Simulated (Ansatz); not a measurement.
Ideal-gas functions of C2H4BBr (`C=CBBr`) at 800 K and 1 bar, from an Ansatz frequency run at PBE0-D4/def2-TZVP.

Molar mass 118.77 g/mol, point group Cs (symmetry number 1), electronic degeneracy 1, moments of inertia 12.745, 292.157, 304.901 u Å². Harmonic wavenumbers (cm⁻¹, unscaled): 99, 207, 328, 548, 711, 813, 940, 1034, 1053, 1095, 1116, 1317, 1448, 1663, 2658, 3139, 3162, 3228.

Use S(trans) = R[1.5 ln M + 2.5 ln T − 1.1517]; rotational temperatures θ = 24.2544 K / I; S(rot) = R[ln(√π/σ · √(T³/θAθBθC)) + 1.5]; for each mode x = 1.438777 ν̃/T, S = R[x/(eˣ − 1) − ln(1 − e⁻ˣ)] and H = RT x/(eˣ − 1); 1 cm⁻¹ = 0.0119627 kJ/mol; R = 8.31446 J/(mol·K).

Problem. By hand: the entropy, in J/(mol·K).

Solution. Translation 189.0. Rotation: θ = 1.9031, 0.083, 0.0795 K, giving 118.8. Vibration, mode by mode: 22.67, 16.58, 12.82, 8.76, 6.81, 5.86, 4.87, 4.26, 4.15, 3.91, 3.79, 2.85, 2.37, 1.74, 0.41, 0.20, 0.19, 0.17, in all 102.4. Electronic 0.0. Sum 410.2 J/(mol·K).

Problem. By hand: H − E and G − E in kJ/mol, counted from the electronic energy.

Solution. Zero-point energy ½ × 24559 × 0.0119627 = 146.9; thermal vibration 42.5; translation, rotation and pV give 4 RT = 26.6. H − E = 216.0 kJ/mol, and G − E = 216.0 − 800 × 410.2/1000 = -112.2 kJ/mol.

Vibration gives 25 % of the entropy, 22.7 J/(mol·K) of it from the mode under 150 cm⁻¹: soft modes count most, and the harmonic formula is weakest for them. The sum counts one conformer and one mirror image; others add a mixing term.
